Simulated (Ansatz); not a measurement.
`[SiH3][SeH]` + `O[SiH2]F` → `O[SiH](F)[SeH]` + SiH₄  (formal exchange of groups at the Se–Si bond)

Gas-phase electronic energies from Ansatz, PBE0-D4/def2-TZVP geometries. CCSD(T)/CBS adds triple-zeta CCSD(T) − MP2 to the extrapolated MP2 energy (def2 sets, frozen cores). This one scheme is used for every species. DFT in def2-TZVPP. B3LYP here is the variant with VWN-RPA as its local correlation; programs differ in this. HSE06 is defined as in plane-wave codes. For Se outer-core shells are correlated without core-valence functions, which leaves a few kJ/mol of doubt a bond. Scalar relativity is left out up to krypton. Each species was taken in one conformer, which may not be the lowest.

```
             level  ΔE (kJ/mol)  difference from CCSD(T)/CBS
       LDA (SPW92)        -17.3                         -7.4
            PBE-D4        -14.7                         -4.8
         revPBE-D4        -16.1                         -6.2
           BLYP-D4        -14.9                         -5.0
         r2SCAN-D4        -14.2                         -4.3
            B97M-V        -15.0                         -5.1
           PBE0-D4        -12.6                         -2.7
          B3LYP-D4        -12.9                         -3.0
        r2SCANh-D4        -13.4                         -3.5
        r2SCAN0-D4        -12.3                         -2.4
          HSE06-D4        -12.4                         -2.5
          BHLYP-D4        -10.9                         -1.0
      CAM-B3LYP-D4        -12.4                         -2.5
           ωB97X-V        -11.6                         -1.7
           ωB97M-V        -12.6                         -2.7
          PBE-QIDH        -10.0                         -0.1
            revPBE        -10.9                         -1.0
              BLYP        -10.3                         -0.4
              PBE0        -10.7                         -0.8
             B3LYP         -9.4                          0.5
           r2SCANh        -12.8                         -2.9
             HSE06        -10.7                         -0.8
             BHLYP         -7.9                          2.0
         CAM-B3LYP        -10.4                         -0.5
           LC-ωPBE        -10.6                         -0.7
RPA@PBE/def2-TZVPP         -9.1                          0.8
       HF/def2-SVP         -5.2                          4.7
      MP2/def2-SVP        -10.6                         -0.7
     CCSD/def2-SVP         -9.9                          0.0
  CCSD(T)/def2-SVP        -10.9                         -1.0
     HF/def2-TZVPP         -4.4                          5.5
    MP2/def2-TZVPP         -9.8                          0.1
SCS-MP2/def2-TZVPP         -8.3                          1.6
   CCSD/def2-TZVPP         -9.3                          0.6
CCSD(T)/def2-TZVPP        -10.6                         -0.7
     HF/def2-QZVPP         -3.9                          6.0
    MP2/def2-QZVPP         -9.2                          0.7
SCS-MP2/def2-QZVPP         -7.6                          2.3
      HF/CBS(def2)         -3.8                          6.1
    CCSD/CBS(def2)         -8.6                          1.3
       CCSD(T)/CBS         -9.9                            0
```

Largest T1 diagnostic among the species: 0.011.

In def2-TZVPP, CCSD(T) changes the Hartree–Fock value by −6.1 kJ/mol (the triples alone add −1.3 kJ/mol) and MP2 by −5.4 kJ/mol. The D4 term adds −3.5 kJ/mol with B3LYP and −1.9 kJ/mol with PBE0; it sums over pairs of atoms, weighted by their polarisabilities, and B3LYP, whose exchange is more repulsive, gets the larger term. Leaving LDA and LC-ωPBE aside and taking each functional with its dispersion term where it has one, the values, not all of them listed here, spread over 6.4 kJ/mol, from revPBE-D4 to B2PLYP. LDA lies −4.7 kJ/mol from PBE without D4.
